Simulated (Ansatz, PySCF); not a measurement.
Te(OMe)(GeH3) (CH₆GeOTe), SMILES CO[Te][GeH3]. Atoms are numbered in the order given.

```xyz
10

Te     0.2290    -0.8511     0.3229
O     -1.5331    -0.8762    -0.6580
C     -2.6606    -0.4857     0.0777
H     -2.6052     0.5619     0.4308
H     -3.5251    -0.5704    -0.6019
H     -2.8503    -1.1302     0.9561
Ge     0.6824     1.5900    -0.3200
H      1.9604     2.0201     0.4230
H      0.8786     1.7115    -1.8394
H     -0.5076     2.4573     0.1243
```

Geometry: PBE0-D3(BJ)/def2-SVP. This is a generated structure with no PubChem entry under its InChIKey; it may be hypothetical. The def2 effective core potentials stand for the cores of Te; spin–orbit coupling is left out. The values are those of a single conformer.

Two levels are set side by side: PBE-D3(BJ)/def2-SVP (Ansatz, a quantum-chemistry and plane-wave program) and PBE0-D3(BJ)/def2-SVP (Ansatz). Each level has its own optimised geometry; the coordinates shown are those of the second. Frequencies come from the Hessian of PySCF at each geometry. Differences are taken from unrounded values.

```csv
quantity,PBE0-D3(BJ)
mean bond length (Å),1.546
bond Te1–O2 (Å),2.017
bond Te1–Ge7 (Å),2.565
bond O2–C3 (Å),1.402
bond C3–H4 (Å),1.107
bond C3–H5 (Å),1.103
bond C3–H6 (Å),1.106
bond Ge7–H8 (Å),1.540
bond Ge7–H9 (Å),1.537
bond Ge7–H10 (Å),1.538
highest harmonic wavenumber (cm⁻¹),3118
mean harmonic wavenumber (cm⁻¹),1190
zero-point energy (kcal/mol),40.84
```

What does PBE-D3(BJ) give, and how far is it from PBE0-D3(BJ)? (The exact figures need the calculation; the answer reports its results.)


```tsv
quantity	PBE-D3(BJ)	PBE-D3(BJ) minus PBE0-D3(BJ)
mean bond length (Å)	1.561	0.015
bond Te1–O2 (Å)	2.052	0.035
bond Te1–Ge7 (Å)	2.588	0.023
bond O2–C3 (Å)	1.416	0.014
bond C3–H4 (Å)	1.116	0.009
bond C3–H5 (Å)	1.112	0.009
bond C3–H6 (Å)	1.115	0.009
bond Ge7–H8 (Å)	1.552	0.013
bond Ge7–H9 (Å)	1.550	0.013
bond Ge7–H10 (Å)	1.551	0.013
highest harmonic wavenumber (cm⁻¹)	3015	-103
mean harmonic wavenumber (cm⁻¹)	1144	-46
zero-point energy (kcal/mol)	39.25	-1.59
```

Exact exchange shortens and stiffens bonds; PBE has none. Differences between two approximate levels are no errors against the true value.
